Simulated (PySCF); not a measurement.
**One molecule, many inputs**

Molecule: `F[C@]12C=C[C@H]1C=C2`, C6H5F; geometry GFN2-xTB.

Molfile (atoms numbered from 1):
```
C6H5F
     RDKit          3D

 12 13  0  0  0  0  0  0  0  0999 V2000
   -1.6801    0.4047   -1.4290 F   0  0  0  0  0  0  0  0  0  0  0  0
   -0.7527    0.2869   -0.4367 C   0  0  2  0  0  0  0  0  0  0  0  0
    0.2084    1.4363   -0.2107 C   0  0  0  0  0  0  0  0  0  0  0  0
    1.2869    0.6595   -0.2616 C   0  0  0  0  0  0  0  0  0  0  0  0
    0.5127   -0.6169   -0.5223 C   0  0  1  0  0  0  0  0  0  0  0  0
   -0.0237   -1.2707    0.7352 C   0  0  0  0  0  0  0  0  0  0  0  0
   -1.1161   -0.5143    0.7971 C   0  0  0  0  0  0  0  0  0  0  0  0
    0.0208    2.4775   -0.0350 H   0  0  0  0  0  0  0  0  0  0  0  0
    2.3366    0.8193   -0.1086 H   0  0  0  0  0  0  0  0  0  0  0  0
    0.7573   -1.2270   -1.3814 H   0  0  0  0  0  0  0  0  0  0  0  0
    0.4024   -2.0292    1.3632 H   0  0  0  0  0  0  0  0  0  0  0  0
   -1.9515   -0.4268    1.4638 H   0  0  0  0  0  0  0  0  0  0  0  0
  2  1  1  6
  2  3  1  0
  3  4  2  0
  4  5  1  0
  5  6  1  0
  6  7  2  0
  5  2  1  0
  7  2  1  0
  3  8  1  0
  4  9  1  0
  5 10  1  6
  6 11  1  0
  7 12  1  0
M  END
```

All runs: PySCF, non-relativistic, gas phase unless a solvent (IEF-PCM) is named; grid level 2, GIAOs and SCF threshold 1e-9 unless changed. The yardstick, PBE0/pcSseg-1, gives these isotropic shieldings σ (ppm, equivalent atoms averaged): F1 374.8, C4/C6 28.4, C3/C7 34.4, C2 82.0, C5 125.0, H9/H11 24.50, H8/H12 24.88.

Question: What do these inputs give? (1) solvent dichloromethane; PBE0/pcSseg-1; guess vsap; (2) solvent dichloromethane; PBE0/pcSseg-1; guess vsap; (3) PW91/6-31G*; (4) PW91/6-31G*; (5) B3LYP/pcSseg-1; level_shift 2.0; max_cycle 62; (6) B3LYP/pcSseg-1; level_shift 2.0; max_cycle 62; (7) HF/aug-pcSseg-1; grid level 3; (8) HF/aug-pcSseg-1; grid level 3; (9) WP04/pcSseg-1; grid level 4; aux def2-qzvpp-jkfit; (10) WP04/pcSseg-1; grid level 4; aux def2-qzvpp-jkfit; (11) KT2/pcseg-1; common gauge at [2, 0, 0]; max_cycle 83; (12) KT2/pcseg-1; common gauge at [2, 0, 0]; max_cycle 83

Answer: 
```
run    outcome  functions  wall time     F1  C4/C6  C3/C7     C2     C5  H9/H11  H8/H12
  1  converged        144       13 s  380.8   26.4   35.2   81.7  124.6   24.24   24.75
  2  converged        144       11 s  380.8   26.4   35.2   81.7  124.6   24.24   24.75
  3  converged        108       14 s  375.0   51.6   56.9   91.5  132.4   25.49   25.83
  4  converged        108       13 s  375.0   51.6   56.9   91.5  132.4   25.49   25.83
  5  converged        144      100 s  371.9   23.0   29.2   74.2  118.7   24.70   25.07
  6  converged        144       28 s  371.9   23.0   29.2   74.2  118.7   24.70   25.07
  7  converged        227       37 s  406.0   32.3   38.8   97.6  138.1   24.91   25.27
  8  converged        227       10 s  406.0   32.3   38.8   97.6  138.1   24.91   25.27
  9  converged        144       90 s  369.4   19.0   24.8   65.8  111.1   25.17   25.49
 10  converged        144       22 s  369.4   19.0   24.8   65.8  111.1   25.17   25.49
 11  converged        123       28 s  323.2   96.6   81.1  154.0  195.7   52.31  -13.25
 12  converged        123      8.3 s  323.2   96.6   81.1  154.0  195.7   52.31  -13.25
```

Times are on shared hosts with different chips, so compare them loosely.

Question: Comment on the technical settings and failures.

Answer: 
- Run 1: The medium differs from the yardstick's, which in itself moves the values. The starting guess changes the path of the SCF (12 cycles), not the solution, provided the same state is reached.
- Run 2: The medium differs from the yardstick's, which in itself moves the values. The starting guess changes the path of the SCF (12 cycles), not the solution, provided the same state is reached.
- Run 5: The functional differs from the yardstick's, which in itself moves the values. The level shift, cycle limit change the path of the SCF (50 cycles), not the solution, provided the same state is reached.
- Run 6: The functional differs from the yardstick's, which in itself moves the values. The level shift, cycle limit change the path of the SCF (50 cycles), not the solution, provided the same state is reached.
- Run 9: The functional differs from the yardstick's, which in itself moves the values. The other auxiliary basis adds little: it changes only the density-fitting error.
- Run 10: The functional differs from the yardstick's, which in itself moves the values. The other auxiliary basis adds little: it changes only the density-fitting error.
- Run 11: The functional and orbital basis differ from the yardstick's, which in itself moves the values. A common gauge origin replaces GIAOs; in a finite basis the shieldings then depend on that origin, the more so the further away the nucleus and the smaller the basis. The cycle limit changes the path of the SCF (10 cycles), not the solution, provided the same state is reached.
- Run 12: The functional and orbital basis differ from the yardstick's, which in itself moves the values. A common gauge origin replaces GIAOs; in a finite basis the shieldings then depend on that origin, the more so the further away the nucleus and the smaller the basis. The cycle limit changes the path of the SCF (10 cycles), not the solution, provided the same state is reached.

Runs 11, 12 were set up unsoundly or failed; their numbers aren't to be quoted as properties of the molecule.
